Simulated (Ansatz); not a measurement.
TIPS-pentacene, `CC(C)[Si](C#Cc1c2cc3ccccc3cc2c(C#C[Si](C(C)C)(C(C)C)C(C)C)c2cc3ccccc3cc12)(C(C)C)C(C)C`, relaxed as a singlet with RKS PBE-D4/def2-SVP in Ansatz, starting from the GFN2-xTB geometry. Force threshold 0.03 eV/Å.

Single mean-field runs in def2-SVP are fitted with def2-universal-jkfit. The restricted singlet is unstable towards broken spin symmetry at other levels; at PBE-D4/def2-SVP this wasn't settled.

Start:

```xyz
100

C     0.749   -3.485    5.362
C    -0.314   -4.544    5.081
C    -0.031   -5.796    5.907
Si   -0.506   -4.924    3.204
C    -0.299   -3.326    2.293
C    -0.193   -2.306    1.645
C    -0.080   -1.135    0.876
C    -0.358   -1.192   -0.508
C    -0.738   -2.387   -1.130
C    -1.011   -2.449   -2.487
C    -1.401   -3.658   -3.124
C    -1.655   -3.693   -4.458
C    -1.538   -2.520   -5.243
C    -1.173   -1.342   -4.673
C    -0.898   -1.260   -3.281
C    -0.523   -0.073   -2.673
C    -0.251    0.000   -1.301
C     0.122    1.216   -0.685
C     0.217    2.386   -1.456
C     0.297    3.398   -2.119
Si    0.429    4.947   -3.124
C     2.263    5.033   -3.698
C     2.561    6.300   -4.495
C     2.656    3.800   -4.506
C     0.006    6.423   -1.969
C    -1.367    6.251   -1.322
C     1.062    6.600   -0.880
C    -0.763    4.793   -4.627
C    -1.203    6.155   -5.162
C    -1.987    3.937   -4.306
C     0.397    1.273    0.700
C     0.769    2.469    1.324
C     1.044    2.532    2.680
C     1.425    3.742    3.320
C     1.688    3.773    4.653
C     1.586    2.597    5.433
C     1.227    1.418    4.861
C     0.945    1.339    3.471
C     0.576    0.151    2.860
C     0.298    0.080    1.491
C    -2.312   -5.518    2.882
C    -2.474   -7.026    3.063
C    -2.830   -5.104    1.506
C     0.808   -6.148    2.513
C     0.652   -6.340    1.005
C     2.234   -5.689    2.810
H     0.536   -2.573    4.810
H     0.778   -3.244    6.425
H     1.737   -3.829    5.069
H    -1.269   -4.133    5.427
H     0.910   -6.253    5.606
H     0.039   -5.549    6.966
H    -0.822   -6.532    5.785
H    -0.820   -3.280   -0.526
H    -1.488   -4.548   -2.517
H    -1.952   -4.615   -4.936
H    -1.745   -2.576   -6.302
H    -1.084   -0.442   -5.266
H    -0.433    0.826   -3.266
H     2.891    5.044   -2.802
H     2.276    7.191   -3.939
H     2.016    6.296   -5.437
H     3.624    6.370   -4.725
H     2.076    3.739   -5.424
H     2.482    2.893   -3.931
H     3.711    3.837   -4.777
H    -0.020    7.346   -2.557
H    -2.151    6.208   -2.073
H    -1.583    7.086   -0.655
H    -1.403    5.332   -0.742
H     2.042    6.792   -1.310
H     1.130    5.705   -0.265
H     0.805    7.437   -0.232
H    -0.218    4.285   -5.431
H    -0.345    6.774   -5.417
H    -1.798    6.684   -4.420
H    -1.812    6.034   -6.058
H    -2.607    3.808   -5.193
H    -2.596    4.402   -3.534
H    -1.690    2.954   -3.948
H     0.841    3.364    0.722
H     1.500    4.636    2.717
H     1.977    4.696    5.134
H     1.796    2.651    6.492
H     1.148    0.515    5.450
H     0.500   -0.753    3.449
H    -2.952   -5.027    3.623
H    -3.517   -7.316    2.939
H    -1.887   -7.569    2.325
H    -2.153   -7.342    4.053
H    -3.875   -5.391    1.391
H    -2.751   -4.029    1.369
H    -2.261   -5.588    0.715
H     0.666   -7.124    2.988
H     1.401   -7.038    0.632
H     0.783   -5.392    0.486
H    -0.330   -6.735    0.756
H     2.953   -6.390    2.386
H     2.416   -5.629    3.880
H     2.418   -4.709    2.375
```

**Question.** Estimate the energy that the relaxation releases and the steps that it takes.

**Answer.** 18.8 kcal/mol, in 4 steps; 27 s on 4 threads of AMD EPYC 7R13 on a shared host and a share (37 GiB) of an NVIDIA H100 80GB HBM3. No frequencies were taken in this run, so the end may be a saddle point.

**Question.** Does the start keep its bonding and symmetry?

**Answer.** By distances, no bond broke or formed. The bond that changes most is C19–C20, from 1.21 to 1.24 Å (atoms count from 1).

**Question.** Predict the relaxed structure.

**Answer.** 
Cartesian coordinates in Å:
```
C 0.752 -3.542 5.429
C -0.300 -4.617 5.110
C -0.060 -5.902 5.920
Si -0.513 -4.963 3.230
C -0.300 -3.367 2.331
C -0.189 -2.324 1.672
C -0.075 -1.146 0.895
C -0.357 -1.200 -0.509
C -0.745 -2.407 -1.138
C -1.020 -2.474 -2.510
C -1.414 -3.696 -3.152
C -1.678 -3.730 -4.505
C -1.563 -2.542 -5.299
C -1.188 -1.347 -4.722
C -0.904 -1.267 -3.317
C -0.521 -0.068 -2.699
C -0.245 0.007 -1.314
C 0.137 1.241 -0.694
C 0.236 2.418 -1.474
C 0.316 3.450 -2.155
Si 0.440 4.990 -3.162
C 2.256 5.099 -3.766
C 2.546 6.389 -4.550
C 2.669 3.844 -4.551
C 0.014 6.448 -1.993
C -1.389 6.289 -1.385
C 1.081 6.614 -0.899
C -0.773 4.852 -4.648
C -1.167 6.236 -5.194
C -2.010 3.986 -4.359
C 0.416 1.295 0.710
C 0.791 2.504 1.343
C 1.066 2.570 2.715
C 1.446 3.795 3.361
C 1.712 3.827 4.714
C 1.615 2.635 5.504
C 1.253 1.437 4.923
C 0.966 1.359 3.518
C 0.594 0.160 2.898
C 0.311 0.087 1.514
C -2.306 -5.585 2.896
C -2.455 -7.097 3.138
C -2.859 -5.177 1.521
C 0.805 -6.171 2.535
C 0.621 -6.388 1.023
C 2.235 -5.707 2.856
H 0.553 -2.598 4.883
H 0.764 -3.311 6.517
H 1.776 -3.869 5.154
H -1.295 -4.208 5.406
H 0.907 -6.379 5.654
H -0.026 -5.686 7.010
H -0.855 -6.660 5.762
H -0.833 -3.315 -0.524
H -1.501 -4.606 -2.536
H -1.978 -4.674 -4.986
H -1.777 -2.592 -6.378
H -1.099 -0.432 -5.328
H -0.429 0.847 -3.304
H 2.851 5.121 -2.824
H 2.270 7.302 -3.984
H 1.990 6.413 -5.512
H 3.626 6.470 -4.803
H 2.103 3.754 -5.503
H 2.492 2.917 -3.969
H 3.748 3.875 -4.820
H 0.020 7.362 -2.631
H -2.183 6.247 -2.158
H -1.631 7.138 -0.708
H -1.462 5.356 -0.787
H 2.089 6.817 -1.314
H 1.159 5.698 -0.274
H 0.827 7.455 -0.218
H -0.175 4.333 -5.434
H -0.288 6.864 -5.446
H -1.779 6.803 -4.461
H -1.779 6.139 -6.117
H -2.642 3.882 -5.268
H -2.647 4.431 -3.567
H -1.736 2.968 -4.016
H 0.868 3.415 0.731
H 1.519 4.709 2.750
H 2.004 4.772 5.198
H 1.834 2.682 6.581
H 1.177 0.518 5.525
H 0.516 -0.759 3.498
H -2.910 -5.054 3.669
H -3.517 -7.412 3.040
H -1.874 -7.688 2.400
H -2.114 -7.405 4.148
H -3.921 -5.490 1.414
H -2.809 -4.082 1.362
H -2.296 -5.655 0.692
H 0.624 -7.141 3.054
H 1.392 -7.084 0.625
H 0.723 -5.432 0.467
H -0.371 -6.815 0.772
H 2.985 -6.404 2.423
H 2.428 -5.651 3.946
H 2.435 -4.701 2.430
```
Bond lengths: 42 × C–C 1.24 to 1.54 Å; 8 × C–Si 1.84 to 1.93 Å; 54 × C–H 1.10 to 1.12 Å.
